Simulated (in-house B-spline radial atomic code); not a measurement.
Ba⁺. Computed with a B-spline radial atomic code. Model: non-relativistic spherical atom: semilocal Troullier-Martins pseudo-atom, one channel per l, against all electrons, high spin, G0W0 and RPA with empty states to l = 8, local potential for every l without a channel, a model core (radius 0 = none) keeps its share of the functional.

Without relativity these are model numbers for so heavy an element.

What the tables leave out is listed at the end.

The pseudopotential gives back the lowest level of each angular momentum of its own functional in the configuration it was made in; a second state of the same l is only approximately right. Exact exchange, RPA and GW see the smooth pseudo-orbitals and miss the exchange with the core, for which the functional's share stands in. The column with an uncorrelated core keeps all orbitals and exact exchange, and so separates missing core correlation from pseudisation. Only the three outermost levels and the lowest empty one were computed. RPA here is direct RPA, with no exchange kernel, and its energies carry an (l + 1/2)⁻⁴ tail. A hybrid on a potential with a model core restores only its own semilocal share of the core's exchange.

Command:
```bash
python run_psgw.py task.json out
```
Settings (lengths in bohr, energies in hartree):
```
Z                      56
electrons              55
configuration          [Xe] 6s1
generated_in           [Xe] 6s1
functional             lda,vwn
core_shells            8
radius_factor          1.3
core_correction        False
ion_configuration      [Kr] 4d10 5s2 5p6
```

Time taken, with all properties: 79 s on 1 thread of Intel(R) Xeon(R) Platinum 8259CL CPU @ 2.50GHz (Skylake/Cascade Lake), on a shared host.

Given: made with LDA VWN5; model core radius 0 bohr; local radius 1.098 bohr; mean-field start PBE0.

Valence shells of the generating configuration: 4d, 5s, 5p, 6s.

Channel: s 1.975, p 2.182, d 0.907 (radii in bohr).

Computed: largest level miss in the spin-unpolarised generating configuration 0.101 eV; valence RPA correlation energy all-electron orbitals -1.1322 hartree; valence RPA correlation energy pseudo -1.3567 hartree; pseudo-atom RPA polarisability 73.619 bohr³; ionisation by mean-field all-electron 9.6691 eV; ionisation by mean-field pseudo minus all 0.135 eV; ionisation by RPA all-electron 10.064 eV.

| level | occupied | mean-field all-electron (eV) | mean-field pseudo minus all (eV) | G0W0 all-electron (eV) | G0W0 uncorrelated core minus all (eV) | G0W0 pseudo minus all (eV) | exchange self-energy all-electron (eV) | exchange self-energy pseudo (eV) |
| --- | --- | --- | --- | --- | --- | --- | --- | --- |
| 6s up | 1 | -8.0861 | -0.105 | -10.093 | 0.01 | -0.201 | -6.9161 | -6.8786 |

Question: What is the ionisation by RPA pseudo minus all?

Answer: 0.161 eV.

Question: What is the all-electron RPA polarisability, core included?

Answer: 76.441 bohr³.

Given: mean-field start Hartree-Fock.

Computed: valence RPA correlation energy all-electron orbitals -0.98171 hartree; all-electron RPA polarisability, core included 58.903 bohr³; pseudo-atom RPA polarisability 56.901 bohr³; ionisation by mean-field all-electron 9.0663 eV; ionisation by RPA all-electron 9.7711 eV; ionisation by RPA pseudo minus all 0.149 eV.

| level | occupied | mean-field all-electron (eV) | mean-field pseudo minus all (eV) | G0W0 all-electron (eV) | G0W0 uncorrelated core minus all (eV) | G0W0 pseudo minus all (eV) | exchange self-energy all-electron (eV) | exchange self-energy pseudo (eV) |
| --- | --- | --- | --- | --- | --- | --- | --- | --- |
| 6s up | 1 | -9.0931 | -0.125 | -9.9185 | 0.009 | -0.114 | -6.4361 | -6.3989 |
| 5p down | 1 | -29.717 | -0.934 | -30.267 | 0.027 | -0.321 | -22.748 | -22.482 |
| 5p up | ? | ? | ? | ? | ? | ? | ? | ? |
| 6s down (empty) | 0 | -4.0156 | -0.062 | -4.9311 | 0.006 | -0.054 | -0.79601 | -0.72142 |

Question: What belongs in the row 5p up?

Answer: occupied: 1; mean-field all-electron (eV): -29.811; mean-field pseudo minus all (eV): -0.948; G0W0 all-electron (eV): -30.344; G0W0 uncorrelated core minus all (eV): 0.027; G0W0 pseudo minus all (eV): -0.333; exchange self-energy all-electron (eV): -22.751; exchange self-energy pseudo (eV): -22.52.

Question: What is the valence RPA correlation energy pseudo?

Answer: -1.2122 hartree.

Question: What is the ionisation by mean-field pseudo minus all?

Answer: 0.126 eV.

Among the listed levels the largest G0W0 shift of the pseudo-atom is -0.33 eV, for 5p up on the Hartree-Fock start, while leaving the core uncorrelated moves that level by +0.03 eV. So pseudisation and the lost core exchange, not the missing core correlation, make the error. Not in the tables (levels of low weight, unsolved or above zero; the highest and the empty levels are kept at any weight): the LDA start was refused, since an empty level lay at or below an occupied one; on PBE0 the G0W0 levels 5p down (pseudo minus all -0.62 eV, weights 0.74 and 0.78), 5p up (pseudo minus all -0.61 eV, weights 0.71 and 0.76), 5d up (pseudo minus all -0.46 eV, weights 0.28 and 0.62).
